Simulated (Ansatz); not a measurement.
Basis sets compared for `c1c[se]c(-c2ccc(-c3ccc(-c4ccc(-c5ccc(-c6ccc(-c7ccc(-c8ccc(-c9ccc[se]9)[se]8)[se]7)[se]6)[se]5)[se]4)[se]3)[se]2)c1`. Total charge 0; singlet. Geometry PBE-D4/def2-SVP. Ansatz on 11 threads of AMD EPYC 7R13 on a shared host and a whole NVIDIA H100 80GB HBM3; times are rough, and most runs start from earlier orbitals.

Cartesian coordinates in Å:
```
C 3.506 15.992 -2.396
C 2.299 16.521 -1.985
Se 1.081 15.178 -1.529
C 2.433 13.913 -1.943
C 2.210 12.492 -1.833
C 2.856 11.469 -2.525
C 2.439 10.153 -2.212
C 1.429 10.037 -1.256
C 0.792 8.855 -0.753
C -0.288 8.741 0.124
C -0.698 7.426 0.439
C 0.025 6.395 -0.164
C -0.155 4.978 -0.051
C 0.653 3.948 -0.536
C 0.213 2.633 -0.267
C -0.978 2.518 0.453
C -1.668 1.335 0.874
C -2.821 1.218 1.654
C -3.268 -0.096 1.917
C -2.504 -1.123 1.357
C -2.722 -2.539 1.454
C -3.905 -3.207 1.779
C -3.835 -4.619 1.797
C -2.591 -5.175 1.489
C -2.233 -6.565 1.431
C -2.894 -7.647 2.015
C -2.311 -8.917 1.797
C -1.143 -8.937 1.031
C -0.324 -10.054 0.660
C 0.941 -10.062 0.072
C 1.515 -11.337 -0.158
C 0.741 -12.430 0.225
C 1.064 -13.831 0.111
C 1.947 -14.438 -0.777
C 2.079 -15.852 -0.642
C 1.305 -16.421 0.348
Se 0.304 -15.134 1.262
Se -0.915 -11.838 0.930
Se -0.718 -7.174 0.467
Se -1.331 -3.795 1.172
Se -1.065 -0.392 0.364
Se -1.663 4.247 0.843
Se 1.389 7.126 -1.266
Se 0.946 11.763 -0.626
C 3.583 14.569 -2.370
H 4.349 16.627 -2.706
H 2.017 17.579 -1.912
H 3.614 11.685 -3.291
H 2.862 9.267 -2.710
H -0.789 9.629 0.540
H -1.533 7.218 1.127
H 1.586 4.156 -1.082
H 0.777 1.745 -0.591
H -3.334 2.105 2.057
H -4.141 -0.310 2.551
H -4.841 -2.658 1.961
H -4.712 -5.253 1.996
H -3.788 -7.506 2.638
H -2.728 -9.839 2.230
H 1.472 -9.126 -0.162
H 2.525 -11.467 -0.573
H 2.476 -13.860 -1.548
H 2.738 -16.451 -1.288
H 1.235 -17.481 0.623
H 4.495 14.015 -2.636
```

Single mean-field runs in def2-SVP, def2-TZVP are fitted with def2-universal-jkfit. The restricted singlet is unstable towards broken spin symmetry in Hartree–Fock (as tested in another run); at PBE-D4/def2-SVP, PBE-D4/def2-TZVP, PBE0-D4/def2-SVP, PBE0-D4/def2-TZVP this wasn't settled.

Binding counts from free atoms (C triplet, Se triplet, H doublet) in the same basis, without a counterpoise term.

```tsv
level	functions	energy (Eh)	HOMO (eV)	LUMO (eV)	binding per atom (eV)	wall time
PBE-D4/def2-SVP	892	-22989.3686	-4.33	-3.11	5.39	4.9 s
PBE0-D4/def2-SVP	892	-22990.0999	-5.05	-2.70	5.24	7.5 s
```

Q: Estimate the rows for PBE-D4/def2-TZVP (with forces), PBE0-D4/def2-TZVP (with forces).

A: 
```
                          level  functions  energy (Eh)  HOMO (eV)  LUMO (eV)  binding per atom (eV)  wall time
 PBE-D4/def2-TZVP (with forces)       1668  -22993.4570      -4.38      -3.20                   5.31      9.5 s
PBE0-D4/def2-TZVP (with forces)       1668  -22994.1815      -5.03      -2.74                   5.16       17 s
```
